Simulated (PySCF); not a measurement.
# Working out the ionisation energy of As

As [Ar] 3d10 4s2 4p3 (4S) → As⁺ [Ar] 3d10 4s2 4p2 (3P). Calculation: PySCF 2.14, in ANO-RCC-VTZP (6s5p3d1f, 43 functions); the spin-free X2C one-electron Hamiltonian (Gaussian nucleus). Frozen: [Ne]. Energies in hartree (1 hartree = 27.21139 eV):

```csv
part,As (lower),As⁺ (upper)
UHF,-2259.018463,-2258.672289
MP2 opposite-spin,-0.099478,-0.091149
MP2 same-spin,-0.049466,-0.037510
```

Q: What does Hartree-Fock give?

A: (-2258.672289) − (-2259.018463) = 0.346174 hartree = 9.420 eV.

Q: What do MP2 and SCS-MP2 (6/5 opposite-spin, 1/3 same-spin) give?

A: The opposite-spin parts differ by 0.227 eV and the same-spin parts by 0.325 eV. MP2: 9.420 + (0.227) + (0.325) = 9.972 eV. SCS-MP2: 9.420 + 1.2 × (0.227) + (0.325)/3 = 9.801 eV.

Measured between the centres of the two terms (NIST): 10.008 eV, so MP2 (valence and next inner shell) is off by -0.036 eV.

What remains against the reference includes basis incompleteness, the frozen core and correlation beyond second order.
